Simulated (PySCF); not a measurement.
Coordinates in bohr (charge 1 multiplicity 1):
```
Pd    0.0252    0.0614    0.0000
H     0.0006   -2.9935    0.8251
H    -2.7212   -0.3989    0.0000
H     0.0006   -2.9935   -0.8251
```

Method: PBE0 in PySCF with Pd def2-TZVP with ECP28, H def2-TZVP; scalar-relativistic core potentials, no spin–orbit coupling; density-fitted integrals.

This geometry of PdH₃⁺ is a stationary point at this level.

**Question.** What is the point group?

**Answer.** Cs.

**Question.** Is it a minimum?

**Answer.** Yes: all harmonic wavenumbers are real.

**Question.** What are the dipole moment and the gap between the highest occupied and lowest empty levels?

**Answer.** 0.72 D about the centre of mass and 5.21 eV.

**Question.** Give the atomic charges and bond orders.

**Answer.** 
```tsv
atom	Mulliken	Löwdin	polar tensor	Mayer order to Pd1
Pd1	0.40	0.46	0.63	–
H2,4	0.17	0.17	0.13	0.48
H3	0.26	0.19	0.11	0.92
```
Other Mayer orders above 0.3: H–H 0.51.

**Question.** Give the ideal-gas entropy at 298.15 K and 1 bar by parts.

**Answer.** translation 167.4, rotation 67.7, vibration 4.2, spin 0.0; total 239.3 J/(mol K).

Stability towards spin polarisation was not tested. Only a few start shapes were tried, so a lower isomer may exist.
